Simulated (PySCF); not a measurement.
SnCl3, optimised at GFN2-xTB:

```xyz
4

Sn    -0.1032     0.0318     0.0392
Cl     0.0170     0.9137    -2.2052
Cl     0.0023    -2.3711    -0.1715
Cl     1.9374     0.7045     1.1406
```

Method: PySCF energies (xtb for GFN2) plus ideal-gas RRHO corrections (1 bar). Open shells (unrestricted): SnCl3 (multiplicity 2). GFN2 has no spin-polarisation term. Sn: scalar-relativistic def2 core potential, no spin-orbit coupling. SnCl3: computed as isolated molecules; such fragments, hydroxides, amides, oligomers or adducts are transient or little studied in the gas.

Problem. List the harmonic frequencies (cm⁻¹, unscaled) at this level and at the other levels, each on its own geometry.

Solution. 
- GFN2-xTB: 78, 80, 80, 267, 273, 273
- PBE/def2-SVP: 90, 91, 103, 314, 344, 344
- PBE0/def2-TZVP: 97, 97, 118, 344, 366, 366
